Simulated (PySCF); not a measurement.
Electron correlation in K⁹⁺ (potassium, charge +9)

Starting occupation: [Ne]. Computed with PySCF 2.14 in an even-tempered Gaussian basis (19 s from 0.24 bohr⁻², ratio 2.6; 12 p from 0.32 bohr⁻², ratio 2.6; 6 d from 0.32 bohr⁻², ratio 2.8; 3 f from 15 bohr⁻², ratio 2.8), with X2C-1e with screened-nucleus spin-orbit coupling, Gaussian nucleus. Frozen: 1s2; 8 electrons correlated; the 46 highest virtual spinors left out.

MP2 pair energies summed by pair of shells (mhartree):

```tsv
pair	energy	share (%)
2p1/2-2p3/2	-94.44	33.5
2p3/2-2p3/2	-89.90	31.8
2p3/2-2s1/2	-43.71	15.5
2p1/2-2s1/2	-21.92	7.8
2p1/2-2p1/2	-21.43	7.6
2s1/2-2s1/2	-10.90	3.9
```

Total MP2 correlation energy: -282.30 mhartree.

The virtual space was cut to 44 spinors, which keep -213.88 of the -282.30 mhartree of MP2 correlation.

| level | correlation energy (mhartree) |
| --- | --- |
| CCSD | -216.79 |
| (T) | -0.15 |
| CCSD(T) | -216.94 |

Diagnostics: T1 = 0.00048, largest double amplitude 0.010.

Is a single reference adequate?

Yes: T1 lies below 0.03 and no double amplitude reaches 0.07.

The coupled-cluster values are those of the cut space; adding the MP2 remainder, -68.42 mhartree, estimates the full space.
